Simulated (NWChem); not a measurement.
System: CH5GeNO, singlet; SMILES [Ge]([NH2])[O]C

Input file for NWChem:

```
start job
memory heap 200 mb stack 900 mb global 1100 mb
geometry units angstroms noautoz
  Ge     0.444023    -0.692291     0.059525
  O      0.690987     1.114321     0.110562
  C     -0.320106     2.089074     0.052273
  H     -1.044904     2.010941     0.899100
  H      0.141665     3.098970     0.104772
  H     -0.910638     2.042898    -0.895220
  N     -1.399875    -0.726750    -0.078453
  H     -2.036935     0.074861    -0.112787
  H     -1.908194    -1.613535    -0.133246
end
basis spherical
  Ge library def2-svp
  O library def2-svp
  C library def2-svp
  H library def2-svp
  N library def2-svp
end
dft
  xc slater pw91lda
  iterations 150
  mulliken
end
task dft energy
```

Parts of the log:

```
             Northwest Computational Chemistry Package (NWChem) 7.3.0
             --------------------------------------------------------

 CS  symmetry detected

                             Geometry "geometry" -> ""
                             -------------------------

 Output coordinates in angstroms (scale by  1.889725989 to convert to a.u.)

  No.       Tag          Charge          X              Y              Z
 ---- ---------------- ---------- -------------- -------------- --------------
    1 Ge                  32.0000     0.37684492    -0.70530086     0.00000000
    2 O                    8.0000     0.70041734     1.08989934     0.00000000
    3 C                    6.0000    -0.27160094     2.10529604     0.00000000
    4 H                    1.0000    -0.93317484     2.07008526     0.89981008
    5 H                    1.0000     0.23360999     3.09556896     0.00000000
    6 H                    1.0000    -0.93317484     2.07008526    -0.89981008
    7 N                    7.0000    -1.47207499    -0.66430991     0.00000000
    8 H                    1.0000    -2.07669083     0.16275892     0.00000000
    9 H                    1.0000    -2.01881508    -1.52967254     0.00000000

 Effective nuclear repulsion energy (a.u.)     269.8444108180

      Symmetry information
      --------------------

 Group name             Cs
 Group number              2
 Group order               2
 No. of unique centers     8

                                 NWChem DFT Module
                                 -----------------

 Summary of "ao basis" -> "ao basis" (spherical)
 ------------------------------------------------------------------------------
       Tag                 Description            Shells   Functions and Types
 ---------------- ------------------------------  ------  ---------------------
 Ge                         def2-svp                12       32   5s4p3d
 O                          def2-svp                 6       14   3s2p1d
 C                          def2-svp                 6       14   3s2p1d
 H                          def2-svp                 3        5   2s1p
 N                          def2-svp                 6       14   3s2p1d

      Symmetry analysis of basis
      --------------------------

        a'         69
        a"         30

            General Information
            -------------------
          SCF calculation type: DFT
          Wavefunction type:  closed shell.
          No. of atoms     :     9
          No. of electrons :    58
           Alpha electrons :    29
            Beta electrons :    29
          Charge           :     0
          Spin multiplicity:     1
          Use of symmetry is: on ; symmetry adaption is: on
          Maximum number of iterations: 150
          AO basis - number of functions:    99
                     number of shells:    45
          Convergence on energy requested:  1.00D-06
          Convergence on density requested:  1.00D-05
          Convergence on gradient requested:  5.00D-04

              XC Information
              --------------
                        Slater Exchange Functional  1.000 local
            Perdew 1991 LDA Correlation Functional  1.000 local

             Grid Information
             ----------------
          Grid used for XC integration:  medium
          Radial quadrature: Mura-Knowles
          Angular quadrature: Lebedev.
          Tag              B.-S. Rad. Rad. Pts. Rad. Cut. Ang. Pts.
          ---              ---------- --------- --------- ---------
          Ge                  1.25      112          10.0       590
          O                   0.60       49          10.0       434
          C                   0.70       49          11.0       434
          H                   0.35       45          12.0       434
          N                   0.65       49          11.0       434
          Grid pruning is: on
          Number of quadrature shells:   439
          Spatial weights used:  Erf1

      Superposition of Atomic Density Guess
      -------------------------------------

 Sum of atomic energies:       -2244.10003140

      Non-variational initial energy
      ------------------------------

 Total energy =   -2245.496293
 1-e energy   =   -3661.876321
 2-e energy   =    1146.535618
 HOMO         =      -0.289364
 LUMO         =      -0.017433

      Symmetry analysis of molecular orbitals - initial
      -------------------------------------------------

  Numbering of irreducible representations:

     1 a'          2 a"

  Orbital symmetries:

     1 a'          2 a'          3 a'          4 a'          5 a"
     6 a'          7 a'          8 a'          9 a'         10 a'
    11 a'         12 a"         13 a'         14 a'         15 a'
    16 a"         17 a"         18 a'         19 a'         20 a'
    21 a'         22 a'         23 a'         24 a"         25 a'
    26 a'         27 a"         28 a"         29 a'         30 a"
    31 a'         32 a'         33 a'         34 a'         35 a'
    36 a"         37 a'         38 a'         39 a'

     ---------------------------------------------
      Total Density - Mulliken Population Analysis
     ---------------------------------------------

    Atom       Charge   Shell Charges
 -----------   ------   -------------------------------------------------------
    1 Ge  32    31.02   2.00  2.00  2.00  1.30  0.57  6.00  5.98  0.62  0.46  8.15  1.80  0.15
    2 O    8     8.91   1.99  1.11  0.71  3.05  2.05  0.01
    3 C    6     5.90   1.99  0.92  0.23  1.83  0.87  0.05
    4 H    1     0.93   0.69  0.22  0.02
    5 H    1     0.93   0.69  0.22  0.02
    6 H    1     0.93   0.69  0.22  0.02
    7 N    7     7.85   1.99  1.04  0.48  2.56  1.77  0.01
    8 H    1     0.77   0.59  0.14  0.04
    9 H    1     0.76   0.59  0.13  0.04

   convergence    iter        energy       DeltaE   RMS-Dens  Diis-err
 ---------------- ----- ----------------- --------- --------- ---------
 d= 0,ls=0.0,diis     1  -2243.0876298396 -2.51D+03  2.07D-02  1.17D+00
 d= 0,ls=0.0,diis     2  -2242.5726963576  5.15D-01  1.59D-02  5.37D+00
 d= 0,ls=0.0,diis     3  -2243.1573915857 -5.85D-01  5.63D-03  4.07D-01
 d= 0,ls=0.0,diis     4  -2243.1748664387 -1.75D-02  3.46D-03  1.92D-01
 d= 0,ls=0.0,diis     5  -2243.1950969285 -2.02D-02  1.02D-03  2.99D-02
  Resetting Diis
 d= 0,ls=0.0,diis     6  -2243.1981793077 -3.08D-03  2.87D-04  8.70D-04
 d= 0,ls=0.0,diis     7  -2243.1982588421 -7.95D-05  2.46D-04  1.17D-04
 d= 0,ls=0.0,diis     8  -2243.1982075664  5.13D-05  1.65D-04  5.21D-04
 d= 0,ls=0.0,diis     9  -2243.1982732640 -6.57D-05  3.30D-05  2.96D-05
 d= 0,ls=0.0,diis    10  -2243.1982758853 -2.62D-06  8.75D-06  1.72D-06
 d= 0,ls=0.0,diis    11  -2243.1982760495 -1.64D-07  2.88D-06  1.74D-07

         Total DFT energy =    -2243.198276049457
      One electron energy =    -3664.465078345702
           Coulomb energy =     1248.603775373222
    Exchange-Corr. energy =      -97.181383895012
 Nuclear repulsion energy =      269.844410818036

 Numeric. integr. density =       58.000015830272

                  Occupations of the irreducible representations
                  ----------------------------------------------

                     irrep           alpha         beta
                     --------     --------     --------
                     a'               22.0         22.0
                     a"                7.0          7.0

                       DFT Final Molecular Orbital Analysis
                       ------------------------------------

 Vector   27  Occ=2.000000D+00  E=-2.458726D-01  Symmetry=a'
              MO Center=  2.9D-01,  8.8D-01, -1.4D-14, r^2= 2.8D+00
   Bfn.  Coefficient  Atom+Function         Bfn.  Coefficient  Atom+Function
  ----- ------------  ---------------      ----- ------------  ---------------
    36      0.432308  2 O  px                 4     -0.343081  1 Ge s
    39      0.319137  2 O  px                79     -0.225355  7 N  px
    50     -0.201872  3 C  px                 3      0.181658  1 Ge s
    66     -0.178727  5 H  s                 35      0.168504  2 O  s
    37      0.161579  2 O  py                78      0.161963  7 N  s

 Vector   28  Occ=2.000000D+00  E=-2.289867D-01  Symmetry=a'
              MO Center=  4.9D-01, -4.2D-01, -4.2D-14, r^2= 3.3D+00
   Bfn.  Coefficient  Atom+Function         Bfn.  Coefficient  Atom+Function
  ----- ------------  ---------------      ----- ------------  ---------------
     4      0.475955  1 Ge s                  5      0.315381  1 Ge s
     3     -0.283082  1 Ge s                 37      0.258306  2 O  py
    13     -0.239055  1 Ge py                12      0.187209  1 Ge px
    78     -0.179315  7 N  s                 16     -0.176123  1 Ge py
    40      0.176704  2 O  py                79      0.171225  7 N  px

 Vector   29  Occ=2.000000D+00  E=-2.221528D-01  Symmetry=a"
              MO Center= -4.8D-01,  3.7D-01,  1.3D-15, r^2= 2.9D+00
   Bfn.  Coefficient  Atom+Function         Bfn.  Coefficient  Atom+Function
  ----- ------------  ---------------      ----- ------------  ---------------
    38      0.433710  2 O  pz                81      0.400767  7 N  pz
    84     -0.346945  7 N  pz                41      0.325959  2 O  pz
    62     -0.161471  4 H  s                 72      0.161471  6 H  s
    61     -0.138757  4 H  s                 71      0.138757  6 H  s
    52     -0.107222  3 C  pz                21      0.041994  1 Ge d  1

 Vector   30  Occ=0.000000D+00  E=-6.872061D-02  Symmetry=a"
              MO Center=  2.0D-01, -6.0D-01,  7.8D-15, r^2= 3.1D+00
   Bfn.  Coefficient  Atom+Function         Bfn.  Coefficient  Atom+Function
  ----- ------------  ---------------      ----- ------------  ---------------
    17      0.640965  1 Ge pz                14      0.456417  1 Ge pz
    84     -0.285766  7 N  pz                81      0.270926  7 N  pz
    11     -0.243296  1 Ge pz                38     -0.224036  2 O  pz
    41     -0.193632  2 O  pz                62      0.091538  4 H  s
    72     -0.091538  6 H  s                 55     -0.079107  3 C  pz

 Vector   31  Occ=0.000000D+00  E=-2.841494D-03  Symmetry=a'
              MO Center= -2.7D-01, -5.3D-01,  2.2D-14, r^2= 5.3D+00
   Bfn.  Coefficient  Atom+Function         Bfn.  Coefficient  Atom+Function
  ----- ------------  ---------------      ----- ------------  ---------------
    78      0.890885  7 N  s                 15      0.594585  1 Ge px
    91     -0.532759  8 H  s                 16      0.525455  1 Ge py
    49      0.516902  3 C  s                 35     -0.498549  2 O  s
    96     -0.277215  9 H  s                 12      0.230876  1 Ge px
    13      0.206626  1 Ge py                62     -0.203865  4 H  s

 Vector   32  Occ=0.000000D+00  E= 1.883070D-02  Symmetry=a'
              MO Center= -6.6D-01,  2.1D-01,  5.0D-14, r^2= 5.8D+00
   Bfn.  Coefficient  Atom+Function         Bfn.  Coefficient  Atom+Function
  ----- ------------  ---------------      ----- ------------  ---------------
    49      0.993028  3 C  s                 78      0.782905  7 N  s
    16     -0.680894  1 Ge py                62     -0.552895  4 H  s
    72     -0.552895  6 H  s                 96     -0.516998  9 H  s
    35      0.483958  2 O  s                 91     -0.396337  8 H  s
    53     -0.384084  3 C  px                 5     -0.361193  1 Ge s

     ---------------------------------------------
      Total Density - Mulliken Population Analysis
     ---------------------------------------------

    Atom       Charge   Shell Charges
 -----------   ------   -------------------------------------------------------
    1 Ge  32    31.64   2.00  2.00  1.99  1.46  0.43  6.00  5.97  0.99  0.64  8.06  1.84  0.27
    2 O    8     8.43   1.99  1.07  0.73  2.84  1.80  0.01
    3 C    6     6.00   1.98  0.89  0.19  2.10  0.80  0.05
    4 H    1     0.95   0.71  0.22  0.02
    5 H    1     0.93   0.71  0.20  0.02
    6 H    1     0.95   0.71  0.22  0.02
    7 N    7     7.38   1.98  0.98  0.47  2.43  1.51  0.01
    8 H    1     0.86   0.67  0.15  0.04
    9 H    1     0.85   0.68  0.13  0.04

     -------------------------------------------
      Total Density - Lowdin Population Analysis
     -------------------------------------------

    Atom       Charge   Shell Charges
 -----------   ------   -------------------------------------------------------
    1 Ge  32    31.82   2.00  2.00  1.96  1.06  0.62  5.99  5.80  1.16  0.88  7.77  2.07  0.51
    2 O    8     8.22   1.97  0.91  0.61  2.70  2.00  0.02
    3 C    6     6.01   1.96  0.58  0.32  1.85  1.18  0.12
    4 H    1     0.98   0.63  0.29  0.06
    5 H    1     0.96   0.63  0.27  0.06
    6 H    1     0.98   0.63  0.29  0.06
    7 N    7     7.18   1.97  0.72  0.45  2.22  1.80  0.02
    8 H    1     0.93   0.58  0.23  0.12
    9 H    1     0.92   0.58  0.22  0.12

     Multipole analysis of the density
     ---------------------------------

     L   x y z        total         alpha         beta         nuclear
     -   - - -        -----         -----         ----         -------
     0   0 0 0     -0.000000    -29.000000    -29.000000     58.000000

     1   1 0 0     -1.060626     -0.530313     -0.530313     -0.000000
     1   0 1 0     -0.023494     -0.011747     -0.011747      0.000000
     1   0 0 1      0.000000      0.000000      0.000000      0.000000

     2   2 0 0    -25.133729    -73.748413    -73.748413    122.363097
     2   1 1 0      0.109356     -1.063423     -1.063423      2.236201
     2   1 0 1      0.000000      0.000000      0.000000      0.000000
     2   0 2 0    -24.621678   -147.339291   -147.339291    270.056904
     2   0 1 1     -0.000000     -0.000000     -0.000000      0.000000
     2   0 0 2    -26.912478    -16.347580    -16.347580      5.782683
```

Level: LDA (Slater exchange, PW92)/def2-SVP. Low-valent species are run as closed-shell singlets; no triplet was tried in these runs. Coordinates come from a PBE-D3(BJ)/def2-SVP optimisation.
